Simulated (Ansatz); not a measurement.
Consider the cleavage of the Si–Si bond: `C[SiH2][SiH](N)O` + CH₃SH → `CS[SiH](N)O` + `C[SiH3]`.

Isolated molecules relaxed with PBE0-D4/def2-TZVP in Ansatz; ΔE leaves out vibrations. CCSD(T)/CBS adds triple-zeta CCSD(T) − MP2 to the extrapolated MP2 energy (def2 sets, frozen cores). This one scheme is used for every species. Functionals use def2-TZVPP. B3LYP here is the variant with VWN-RPA as its local correlation; programs differ in this. Each species was taken in one conformer, which may not be the lowest.

(1) Is it downhill or uphill in electronic energy at CCSD(T)/CBS, and by how much? (An estimate is asked.)

(2) What do these levels give: r2SCAN-D4, B3LYP-D4, ωB97X-V, ωB97M-V, B3LYP, HF/def2-TZVPP, MP2/def2-TZVPP, SCS-MP2/def2-TZVPP, HF/def2-QZVPP, SCS-MP2/def2-QZVPP, HF/CBS(def2), MP2/CBS(def2)? (An estimate is asked.)

Largest T1 diagnostic among the species: 0.011.

Answers

(1) The calculation gave: Downhill: ΔE = -78.8 kJ/mol.

(2) Computed: r2SCAN-D4 -78.7, B3LYP-D4 -75.4, ωB97X-V -75.4, ωB97M-V -81.2, B3LYP -73.2, HF/def2-TZVPP -83.9, MP2/def2-TZVPP -85.7, SCS-MP2/def2-TZVPP -83.1, HF/def2-QZVPP -84.1, SCS-MP2/def2-QZVPP -84.4, HF/CBS(def2) -84.2, MP2/CBS(def2) -87.9 kJ/mol.

From PBE to PBE0 (25 % exact exchange), in def2-TZVPP and without D4, ΔE moves by −4.6 kJ/mol.
